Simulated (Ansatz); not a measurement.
A structure relaxed at r2SCAN-D4/def2-SVP in Ansatz, charge -1, singlet:

```xyz
39

P     1.160    1.196    0.391
P     2.193   -1.637    2.395
P    -0.889    1.286   -4.646
P     0.490   -1.264   -2.445
P    -0.532    0.629    3.541
P    -1.147   -1.904    1.035
P    -2.260    1.024   -1.286
Ga   -0.005    2.458    2.101
Ga   -1.997    2.679   -2.999
Ga    1.347   -0.608    4.401
Ga    3.136   -0.154    0.780
Ga   -0.421   -0.278   -0.452
Ga    0.791   -3.308    1.435
Ga    1.169    0.040   -4.338
Ga   -2.353   -0.694    2.758
H     1.385    2.037   -0.738
H     3.318   -2.387    2.845
H    -0.695    2.101   -5.795
H    -1.857    0.411   -5.210
H     1.586   -2.042   -1.996
H    -0.360   -2.310   -2.895
H    -1.076    1.267    4.693
H    -2.081   -2.619    0.228
H    -2.830    1.627   -0.137
H    -3.334    0.164   -1.645
H     1.007    3.464    2.759
H    -1.316    3.014    1.409
H    -0.933    3.723   -2.533
H    -3.399    3.072   -3.587
H     2.421    0.414    4.934
H     0.808   -1.740    5.359
H     4.256    0.762    1.393
H     3.411   -0.918   -0.579
H     1.310   -3.740    0.001
H     0.392   -4.427    2.466
H     2.236    1.082   -3.875
H     1.347   -0.886   -5.592
H    -3.420    0.193    1.992
H    -2.855   -1.726    3.834
```

Problem. Give its formula and point group.

Solution. Ga₈P₇H₂₄⁻, a nanocrystal cut from zinc blende GaP (hydrogen-capped). Point group Cs (tolerance 0.1 Å).

Problem. Summarise the bond lengths by kind (pairs closer than 1.2 times the sum of covalent radii, bridged metal pairs left out).

Solution. 18 × Ga–P 2.32 to 2.43 Å; 14 × Ga–H 1.56 to 1.58 Å; 10 × H–P 1.42 to 1.43 Å.

Single mean-field runs in def2-SVP are fitted with def2-universal-jkfit.
